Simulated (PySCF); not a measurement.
H2TcO: one-bond stretch

Computed with UPBE0 in PySCF with Tc def2-TZVP with ECP28, O def2-TZVP, H def2-TZVP; scalar-relativistic core potentials, no spin–orbit coupling; density-fitted integrals.

Rigid scan from the quartet minimum (Tc–H 1.655 Å (×2), Tc–O 1.667 Å; H–Tc–H 110.0°, H–Tc–O 112.3° (×2)). Coordinate: the bond from Tc to the last atom (H) scaled, the rest fixed. Energies in kJ/mol from the minimum.

Question: Predict the curve at 0.92, 0.96, 1.00, 1.05, 1.12, 1.20, 1.35, 1.55, 1.80, 2.20.

Answer: 
| scale of one bond | E (kJ/mol) | dipole size (D) | ⟨S²⟩ |
| --- | --- | --- | --- |
| 0.92 | 14.6 | 2.55 | 3.77 |
| 0.96 | 3.3 | 2.51 | 3.77 |
| 1.00 | 0.0 | 2.48 | 3.77 |
| 1.05 | 4.2 | 2.45 | 3.77 |
| 1.12 | 20.8 | 2.41 | 3.78 |
| 1.20 | 49.0 | 2.40 | 3.79 |
| 1.35 | 111.9 | 2.42 | 3.83 |
| 1.55 | 187.6 | – | 4.11 |
| 1.80 | 240.7 | – | 4.51 |
| 2.20 | 266.3 | – | 4.73 |

Spin contamination is strong at 1.55, 1.80, 2.20, so these points are less reliable.

Other spin states or occupations of the open shell can lie lower.

Other isomers or separated fragments may lie lower.

The scan took 26 s on 2 threads of a shared Arm Neoverse N1 host; the process peaked at 0.97 GiB. Launch command: `OMP_NUM_THREADS=2 python axn.py task.json out`.
